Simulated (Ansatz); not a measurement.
Cartesian coordinates (Å):
```xyz
13

C     -0.3579     0.2577     1.9559
C      0.4595     0.5264     0.9239
C      0.2789     0.0668    -0.4520
C      1.1788     0.4108    -1.3954
C     -0.9173    -0.7847    -0.7777
H     -0.1502     0.6408     2.9551
H     -1.2568    -0.3501     1.8398
H      1.3480     1.1423     1.0993
H      1.0751     0.0855    -2.4315
H      2.0444     1.0294    -1.1504
H     -0.9176    -1.7109    -0.1819
H     -1.8547    -0.2556    -0.5450
H     -0.9302    -1.0582    -1.8401
```
Charge 0, spin multiplicity 1.

Method: frozen-core CCSD(T)/def2-TZVPP // PBE-D3(BJ)/def2-TZVP in Ansatz (an electronic-structure program). The restricted HF reference is unstable towards unrestricted orbitals.

```yaml
HF energy: -194.03182 Ha
MP2 correlation energy: -0.82665 Ha
```

### Question
Estimate the CCSD correlation energy, the (T) correction, the total energy and the T1 diagnostic.

### Answer

```json
{
  "CCSD correlation energy": "-0.87130 Ha",
  "(T) correction": "-0.04035 Ha",
  "CCSD(T) total energy": "-194.94347 Ha",
  "T1 diagnostic": "0.011"
}
```
